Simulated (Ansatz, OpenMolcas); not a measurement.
**GeH3F (fluorogermane): a line through the functionals**

The species is GeH3F (5 atoms), meant as a singlet with charge 0. SMILES: `[F][GeH3]`. The coordinates come from a PBE0-D4/def2-TZVP relaxation.

The HOMO–LUMO gap y, in eV, basis aug-cc-pVDZ; a is the functional's share of exact exchange. Programs: Ansatz 0.2.0, OpenMolcas 26.06.

| functional | program | a | y (eV) |
| --- | --- | --- | --- |
| TPSS | OpenMolcas | 0 | 7.21 |
| revPBE | Ansatz | 0 | 6.88 |
| B3LYP | Ansatz | 0.2 | 8.64 |
| PBE0 | Ansatz | 0.25 | 9.13 |
| r2SCAN0 | Ansatz | 0.25 | ? |
| BHLYP | Ansatz | 0.5 | 11.11 |

Q: Fit y = c + s·a to the known rows and predict r2SCAN0.

A: 
1. Means of the 5 rows: a = 0.1900, y = 8.594.
2. Σ(Δa)² = 0.172, Σ(Δa·Δy) = 1.4012, so the slope is 1.4012/0.172 = 8.1465.
3. Intercept: 8.594 − (8.1465) × 0.1900 = 7.046. The largest residual of the fit is 0.17.
4. r2SCAN0: 7.046 + (8.1465) × 0.25 = 9.08 eV.

The run gave 9.70 eV, so the prediction is off by -0.62 eV, more than the scatter of the fit. Exact exchange lowers occupied levels and raises empty ones. The rows mix families of semi-local functionals, which the line can't see.
